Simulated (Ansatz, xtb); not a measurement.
# Relaxing a trial structure of ClFH2NSbSi+

The starting geometry of this gas-phase doublet was built from a drawn formula by distance geometry and a force field; its bonds are those of `[H]/[N]=[Sb+](/[F])[SiH]Cl`.

```xyz
7

Cl    1.2885   -2.2776    0.8151
F    -2.5654   -0.4697   -0.3976
N    -2.6982   -1.6289    2.6384
Sb   -1.9282   -0.3953    1.5011
Si    0.6049   -0.4739    1.5981
H    -2.2315   -2.0274    3.4626
H     1.0331   -0.3408    2.9834
```

Q: Predict what it relaxes into with r2SCAN-D4/def2-SVP.

A: It rearranges, giving a structure given below by its coordinates. Distances that change by over a tenth: N3–Sb4 (1.85 → 2.15 Å). Contacts that open: Sb4–Si5 (2.54 → 3.44 Å). Contacts that close: N3–Si5 (3.65 → 1.65 Å).

The energy falls by 4.68 eV over 26 steps:

```tsv
step	E − E(last) (eV)
1	4.680
4	3.420
7	3.027
9	1.840
12	0.614
15	0.457
18	0.130
20	0.022
23	0.001
26	0.000
```

Final geometry (Å):

```
atom    x (Å)    y (Å)    z (Å)
  Cl   0.9275  -1.0125   0.4071
   F  -2.1127  -1.4327  -0.2028
   N  -1.4769  -0.8062   2.4713
  Sb  -3.0127  -0.2782   1.0617
  Si   0.0785  -1.2874   2.1784
   H  -1.7938  -0.9024   3.4428
   H   0.8931  -1.8940   3.2425
```

From the same start GFN2-xTB reaches the same bonding as this run.

The end wasn't checked by frequencies. Open shells are spin-unrestricted. Atoms past krypton carry core potentials, without spin–orbit terms. Run with Ansatz 0.2.0, 3.6 min on 2 threads of Intel(R) Xeon(R) Platinum 8259CL CPU @ 2.50GHz (Skylake/Cascade Lake) (shared host).
